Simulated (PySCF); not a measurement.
Compound: C7H11PS.
Atom-mapped SMILES: `[CH3:1][C@H:2]1[CH:3]=[CH:4][P@@:5]([CH3:6])(=[S:7])[CH:8]=[CH:9]1` (hydrogens: H10, H11, H12 on C1; H13 on C2; H14 on C3; H15 on C4; H16, H17, H18 on C6; H19 on C8; H20 on C9)

All values: PBE0/pcSseg-1 (PySCF, non-relativistic), on one gas-phase PBE0-D3(BJ)/def2-SVP geometry that isn't relaxed in the solvent. The solvent is an IEF-PCM continuum (Bondi radii, 1.10 Å for H, scaled by 1.2). Specific hydrogen bonds and non-electrostatic terms are outside this model.

Gas phase at PBE0/pcSseg-1: HOMO -6.17 eV, LUMO -0.75 eV, dipole 5.52 D.

Task: What does the continuum do to the energy, the frontier levels and the dipole at PBE0/pcSseg-1 in dichloromethane?

Result: 
```csv
solvent,ε,E(solvent) − E(gas) (kcal/mol),polarisation term (kcal/mol),distortion of the solute (kcal/mol),HOMO (eV),LUMO (eV),dipole (D)
dichloromethane,8.93,-8.82,-11.00,2.18,-6.65,-0.63,7.69
```

The polarisation term is half the interaction of the solute with the surface charges that it induces; the rest is the cost of distorting the solute's density. The sum is the electrostatic part of solvation alone.

Task: Which radius a makes the point-dipole formula ΔE = −[(ε − 1)/(2ε + 1)]·μ²/a³ give the value in dichloromethane, with the gas-phase dipole?

Result: μ = 2.172 au and |ΔE| = 0.01405 Eh give a = 2.76 Å; the farthest nucleus lies 3.70 Å from the centroid of the nuclei, so such a sphere wouldn't even hold the nuclei. The formula assumes a rigid point dipole at the centre of a sphere.

Task: Which IAO charges (PBE0/pcSseg-1) respond most in dichloromethane (means over atoms taken as equivalent)?

Result: 
```
      atoms                     environment  gas (e)  solvent (e)  change
         S7              sulfur bonded to P   -0.629       -0.716  -0.087
        H13                methine hydrogen   +0.157       +0.171  +0.014
    H14/H20                vinylic hydrogen   +0.149       +0.163  +0.014
      C4/C8                alkene CH carbon   -0.413       -0.424  -0.011
      C3/C9                alkene CH carbon   -0.110       -0.100  +0.010
H16/H17/H18                 methyl hydrogen   +0.167       +0.174  +0.007
    H15/H19                vinylic hydrogen   +0.167       +0.174  +0.007
         P5  phosphorus bonded to 3 C and S   +1.127       +1.134  +0.007
```

Task: Which Mayer bond orders change most in dichloromethane?

Result: 
```csv
bond,length (Å),gas,solvent,change
P5–S7,1.950,1.756,1.617,-0.139
P5–C6,1.821,0.976,1.003,+0.027
C4–P5,1.800,0.864,0.887,+0.023
P5–C8,1.800,0.865,0.888,+0.023
C3–C4,1.338,1.911,1.901,-0.010
C8–C9,1.338,1.910,1.900,-0.010
C2–H13,1.109,0.902,0.894,-0.008
C6–H16,1.100,0.944,0.939,-0.005
```

Task: How do the nuclear quadrupole coupling constants eQVzz/h respond in dichloromethane?

Result: 
| nucleus | Q (barn) | gas (MHz) | solvent (MHz) | η gas | η solvent |
| --- | --- | --- | --- | --- | --- |
| 33S at S7 | -0.06781 | -36.96 | -35.46 | 0.12 | 0.10 |
